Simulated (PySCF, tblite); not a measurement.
C₃H₁₃PSi₂.
Bonds: C1–C2, C2–C3, C3–Si4, Si4–P5, P5–Si6. Hydrogens: H7, H8, H9 on C1; H10, H11 on C2; H12, H13 on C3; H14, H15 on Si4; H16 on P5; H17, H18, H19 on Si6.

Computed with GFN2-xTB (tblite), gas phase: nudged elastic band of 9 images (0 to 8), spring 0.2 eV/Å², climbing image at the end, force threshold 0.05 eV/Å. No saddle search or frequency run followed, so the top image need not be a first-order saddle, and its height can exceed the method's true barrier by a kcal/mol or more.

Path: rotation about C3–Si4 (sp3 carbon bound to silicon, SiH2 silicon), followed by the dihedral C2–C3–Si4–P5.

Image 0 (start, dihedral 175°):
```
atom  x, y, z in Å
C1     -3.497    0.155   -0.233
C2     -2.185   -0.426    0.283
C3     -0.977    0.296   -0.303
Si4     0.681   -0.423    0.287
P5      2.305    0.652   -0.811
Si6     4.125   -0.036    0.267
H7     -3.552    0.066   -1.316
H8     -3.576    1.208    0.027
H9     -4.347   -0.370    0.196
H10    -2.132   -1.486    0.026
H11    -2.159   -0.353    1.372
H12    -1.037    1.357   -0.048
H13    -1.023    0.241   -1.394
H14     0.805   -1.840   -0.074
H15     0.797   -0.313    1.750
H16     2.178    1.841   -0.125
H17     5.217    0.843   -0.150
H18     4.372   -1.412   -0.156
H19     3.995    0.009    1.726
```

Image 8 (end, +0.004 eV, dihedral -52°):
```
atom  x, y, z in Å
C1     -3.213    0.589    0.012
C2     -1.761    0.253    0.330
C3     -1.097   -0.543   -0.790
Si4     0.730   -0.948   -0.435
P5      1.752    0.968    0.108
Si6     3.799    0.265    0.634
H7     -3.795   -0.321   -0.126
H8     -3.277    1.176   -0.902
H9     -3.660    1.164    0.820
H10    -1.719   -0.319    1.261
H11    -1.202    1.181    0.484
H12    -1.167    0.031   -1.716
H13    -1.650   -1.470   -0.956
H14     1.390   -1.467   -1.638
H15     0.825   -1.965    0.623
H16     1.293    1.011    1.408
H17     4.482    1.390    1.271
H18     4.458   -0.107   -0.616
H19     3.803   -0.880    1.548
```

Question: What do the inner images look like?

Answer: 
Image 1: +0.009 eV, dihedral -168°
```
atom  x, y, z in Å
C1     -3.486    0.213   -0.164
C2     -2.167   -0.366    0.334
C3     -0.975    0.196   -0.433
Si4     0.691   -0.522    0.143
P5      2.312    0.720   -0.769
Si6     4.106    0.016    0.344
H7     -3.640   -0.035   -1.212
H8     -3.490    1.297   -0.062
H9     -4.319   -0.188    0.409
H10    -2.184   -1.454    0.232
H11    -2.049   -0.140    1.396
H12    -0.964    1.284   -0.327
H13    -1.104   -0.006   -1.500
H14     0.904   -1.890   -0.348
H15     0.746   -0.544    1.615
H16     2.080    1.835    0.008
H17     5.166    0.980    0.060
H18     4.443   -1.298   -0.199
H19     3.922   -0.088    1.795
```

Image 2: +0.028 eV, dihedral -152°
```
atom  x, y, z in Å
C1     -3.462    0.269   -0.109
C2     -2.133   -0.293    0.380
C3     -0.980    0.091   -0.543
Si4     0.700   -0.612    0.020
P5      2.288    0.788   -0.703
Si6     4.080    0.063    0.402
H7     -3.703   -0.126   -1.094
H8     -3.417    1.355   -0.175
H9     -4.265   -0.001    0.574
H10    -2.198   -1.381    0.447
H11    -1.928    0.085    1.385
H12    -0.921    1.181   -0.605
H13    -1.198   -0.262   -1.554
H14     0.988   -1.916   -0.589
H15     0.711   -0.774    1.484
H16     1.974    1.805    0.174
H17     5.097    1.105    0.267
H18     4.503   -1.166   -0.266
H19     3.853   -0.203    1.826
```

Image 3: +0.046 eV, dihedral -135°
```
atom  x, y, z in Å
C1     -3.427    0.326   -0.061
C2     -2.082   -0.210    0.414
C3     -0.992   -0.018   -0.638
Si4     0.708   -0.696   -0.094
P5      2.241    0.846   -0.623
Si6     4.042    0.108    0.457
H7     -3.754   -0.201   -0.955
H8     -3.354    1.387   -0.294
H9     -4.183    0.195    0.711
H10    -2.175   -1.273    0.649
H11    -1.789    0.306    1.332
H12    -0.904    1.047   -0.869
H13    -1.301   -0.510   -1.563
H14     1.075   -1.919   -0.818
H15     0.690   -1.004    1.345
H16     1.851    1.752    0.343
H17     5.002    1.210    0.470
H18     4.548   -1.019   -0.324
H19     3.792   -0.320    1.837
```

Image 4 (top): +0.053 eV, dihedral -118°
```
atom  x, y, z in Å
C1     -3.382    0.384   -0.019
C2     -2.017   -0.120    0.432
C3     -1.009   -0.131   -0.716
Si4     0.715   -0.772   -0.199
P5      2.171    0.894   -0.528
Si6     3.993    0.148    0.510
H7     -3.789   -0.261   -0.795
H8     -3.304    1.395   -0.417
H9     -4.078    0.397    0.817
H10    -2.118   -1.131    0.834
H11    -1.640    0.519    1.235
H12    -0.913    0.883   -1.113
H13    -1.404   -0.746   -1.527
H14     1.159   -1.894   -1.035
H15     0.685   -1.228    1.200
H16     1.715    1.673    0.515
H17     4.887    1.295    0.669
H18     4.577   -0.858   -0.374
H19     3.742   -0.439    1.830
```

Image 5: +0.046 eV, dihedral -102°
```
atom  x, y, z in Å
C1     -3.331    0.441    0.015
C2     -1.942   -0.026    0.433
C3     -1.030   -0.243   -0.773
Si4     0.719   -0.839   -0.293
P5      2.082    0.931   -0.421
Si6     3.937    0.184    0.560
H7     -3.808   -0.305   -0.619
H8     -3.271    1.376   -0.539
H9     -3.959    0.599    0.890
H10    -2.028   -0.960    0.994
H11    -1.492    0.719    1.095
H12    -0.950    0.695   -1.328
H13    -1.498   -0.965   -1.445
H14     1.232   -1.839   -1.236
H15     0.698   -1.442    1.049
H16     1.577    1.569    0.693
H17     4.759    1.356    0.859
H18     4.588   -0.685   -0.418
H19     3.708   -0.557    1.804
```

Image 6: +0.029 eV, dihedral -85°
```
atom  x, y, z in Å
C1     -3.280    0.493    0.040
C2     -1.865    0.070    0.416
C3     -1.053   -0.350   -0.808
Si4     0.723   -0.894   -0.376
P5      1.981    0.955   -0.300
Si6     3.877    0.215    0.606
H7     -3.811   -0.332   -0.430
H8     -3.258    1.330   -0.655
H9     -3.834    0.797    0.926
H10    -1.913   -0.763    1.123
H11    -1.357    0.900    0.915
H12    -1.010    0.489   -1.507
H13    -1.576   -1.159   -1.321
H14     1.291   -1.756   -1.418
H15     0.730   -1.639    0.893
H16     1.444    1.437    0.876
H17     4.628    1.393    1.041
H18     4.580   -0.503   -0.456
H19     3.692   -0.672    1.758
```

Image 7: +0.013 eV, dihedral -69°
```
atom  x, y, z in Å
C1     -3.232    0.540    0.057
C2     -1.790    0.167    0.380
C3     -1.078   -0.449   -0.821
Si4     0.727   -0.936   -0.447
P5      1.876    0.964   -0.164
Si6     3.820    0.239    0.648
H7     -3.798   -0.343   -0.233
H8     -3.267    1.256   -0.763
H9     -3.714    0.988    0.924
H10    -1.779   -0.541    1.214
H11    -1.246    1.061    0.696
H12    -1.093    0.269   -1.644
H13    -1.634   -1.325   -1.159
H14     1.335   -1.644   -1.578
H15     0.783   -1.816    0.731
H16     1.328    1.275    1.063
H17     4.501    1.403    1.215
H18     4.557   -0.314   -0.486
H19     3.695   -0.782    1.692
```

The largest changes of bonds and angles from start to top: C3–Si4 1.901 → 1.910 Å, C2–C3 1.525 → 1.527 Å, P5–Si6–H19 113.6 → 114.5°, C3–Si4–H14 111.2 → 112.1°, P5–Si6–H18 106.8 → 106.0°. GFN2-xTB torsional profiles can miss by a kcal/mol or more and can put conformers in the wrong order.

Question: What do single points at PBE0/pcSseg-1 (PySCF, no dispersion term) give on some images?

Answer: 
```
image  GFN2-xTB E (eV)  DFT E (eV)  HOMO (eV)  LUMO (eV)  dipole (D)
    0            0.000       0.000      -7.16       0.37        1.30
    2            0.028       0.030      -7.17       0.35        1.38
    4            0.053       0.061      -7.17       0.33        1.35
    6            0.029       0.020      -7.17       0.32        1.29
    8            0.004       0.000      -7.17       0.30        1.15
```

Energies count from image 0 at each level. At the GFN2-xTB top the DFT energy is 1.4 kcal/mol against 1.2; the geometries weren't optimised at the DFT level.

What follows is the cost of the whole band run. Cost: about 13 s of CPU time on one thread; the machine was shared, so the figure is rough.
